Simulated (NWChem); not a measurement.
Molecule: AgF; SMILES [Ag][F]

```xyz
2

Ag     0.0000     0.0000    -0.3242
F      0.0000     0.0000     1.6617
```
Atoms are numbered in this order, from 1.

Program: NWChem. Coordinates come from a PBE0-D3(BJ)/def2-TZVP optimisation. def2 effective core potentials on Ag; no spin-orbit coupling. Static field.

| level | basis functions | isotropic polarisability (bohr³) | anisotropy (bohr³) | relative time |
|---|---|---|---|---|
| Hartree-Fock/def2-SVP | 45 | 13.1 | 2.2 | 1 |
| Hartree-Fock/def2-SVPD | 57 | 15.8 | 1.9 | 2 |
| Hartree-Fock/def2-TZVP | 71 | 14.4 | 2.2 | 3 |
| Hartree-Fock/def2-TZVPD | 80 | 16.4 | 2.3 | 4 |

Times are rough ratios from one shared machine.
